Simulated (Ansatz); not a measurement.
Input file for Ansatz (a quantum-chemistry and plane-wave program): R-BHLYP/def2-TZVPP on ScF, 2S+1 = 1, a spin state set in the input, which need not be the lowest, a point of a bond scan (R = 1.787 Å).

Ansatz 0.2 input:
```yaml
crystal:
  periodic: [false, false, false]
  atoms:
    - {symbol: Sc, position_ang: [0.00000000, 0.00000000, 0.00000000]}
    - {symbol: F, position_ang: [0.00000000, 0.00000000, 1.78661100]}
basis:
  gaussian:
    orbitals: def2-TZVPP
    pivot_positions_ang: [[0.00000000, 0.00000000, 0.00000000], [0.00000000, 0.00000000, 1.78661100]]
hamiltonian:
  xc: {name: BHLYP}
output: {forces: true, orbitals: {seedname: ./end}}
```

Output:

```
WARN ansatz: RAYON_NUM_THREADS=2 ignored (pool sized by the plan → 2); use --threads N
Functional definition: BHLYP
integrals: 0.03 GiB planned
768 factors; their error is unknown
mean field: 0.29 GiB planned
mean field evaluation 1: about -23413.4881 eV, gradient 4.2e1 eV
mean field evaluation 2: about -23402.1315 eV, gradient 9.8e1 eV
mean field evaluation 4: about -23416.6952 eV, gradient 2.1e0 eV
mean field evaluation 8: about -23416.9627 eV, gradient 2.3e-1 eV
mean field evaluation 16: about -23416.9629 eV, gradient 3.0e-5 eV
mean field -23416.96288634 eV, -860.5575134855 hartree, gradient 3.0e-5 eV, S^2 0.000000; 0 other end points of the search recorded, 0 dependent functions left out
the calculation of the forces begins
reference -23416.96301135 eV, -860.5575180795 hartree; 15, 15 occupied and 80, 80 virtual orbitals, 768 factors
Total energy: -23416.96301135 eV, -860.5575180795 hartree
Atom 0 at     0.000000     0.000000     0.000000 Å, force    -0.000000     0.000000    -0.030543 eV/Å
Atom 1 at     0.000000     0.000000     1.786611 Å, force     0.000000    -0.000000     0.030543 eV/Å
Dipole moment:    -0.000000     0.000000    -0.464515 e Å
```

The calculation finished and met its thresholds.

Cost: about 2.3 core-seconds (a rough figure).
